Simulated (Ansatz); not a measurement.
Compare A (`B[SiH2]N[SiH2]F`) with its isomer B (`B[SiH2][SiH](N)F`).

Program: Ansatz. Geometries: PBE0-D4/def2-TZVP. ΔE: electronic, gas phase. CBS: MP2 limit from def2 TZ/QZ plus the TZ coupled-cluster correction, frozen cores. DFT in def2-TZVPP. B3LYP here is the variant with VWN-RPA as its local correlation; programs differ in this. Each species was taken in one conformer, which may not be the lowest.

A:

Z-matrix (Å, degrees):
```
Si
N 1 1.759
B 1 2.024 2 102.2
H 1 1.493 2 110.6 3 121.0
H 1 1.492 2 108.4 3 -123.2
Si 2 1.692 1 119.1 3 -0.0
H 2 1.008 1 120.0 3 170.1
H 3 1.193 1 121.5 2 -115.9
H 3 1.197 1 118.6 2 80.7
F 6 1.638 2 103.2 1 20.6
H 6 1.481 2 113.4 1 137.3
H 6 1.480 2 116.6 1 -92.2
```

B:

Z-matrix (Å, degrees):
```
Si
Si 1 2.357
B 1 1.986 2 100.6
H 1 1.489 2 106.8 3 -120.0
H 1 1.488 2 108.7 3 121.8
F 2 1.611 1 106.4 3 -63.8
N 2 1.698 1 108.5 3 59.4
H 2 1.484 1 115.7 3 179.9
H 3 1.198 1 120.2 2 -79.2
H 3 1.194 1 121.8 2 94.1
H 7 1.006 2 122.8 1 -39.1
H 7 1.007 2 122.3 1 160.8
```

Problem. Which isomer does CCSD(T)/CBS put lower? Give the gap. (An estimate is asked.)

Solution. Computed: A, by 10.8 kcal/mol.

Problem. Give E(B) − E(A) in kcal/mol with B3LYP-D4, ωB97M-V, B2PLYP, MP2/def2-TZVPP, r2SCAN-D4, PBE-D4, CCSD(T)/def2-TZVPP. (An estimate is asked.)

Solution. Computed: B3LYP-D4 9.4, ωB97M-V 12.0, B2PLYP 10.5, MP2/def2-TZVPP 13.1, r2SCAN-D4 9.0, PBE-D4 5.5, CCSD(T)/def2-TZVPP 11.2. None reverses the order clearly.

Problem. Does the order hold for the free energy at 298.15 K (harmonic terms from PBE0-D4)? (Estimate.)

Solution. Computed: Yes: G(B) − G(A) = +10.1 kcal/mol, for one conformer each. Modes under 60 cm⁻¹, often nearly free rotors, make the harmonic entropy too high.

Largest T1 diagnostic: 0.014.

From PBE to PBE0 (25 % exact exchange), in def2-TZVPP and without D4, E(B) − E(A) moves by +2.0 kcal/mol. Leaving LDA and LC-ωPBE aside and taking each functional with its dispersion term where it has one, the values spread over 6.5 kcal/mol, from PBE-D4 to ωB97M-V. LDA lies +4.0 kcal/mol from PBE without D4.
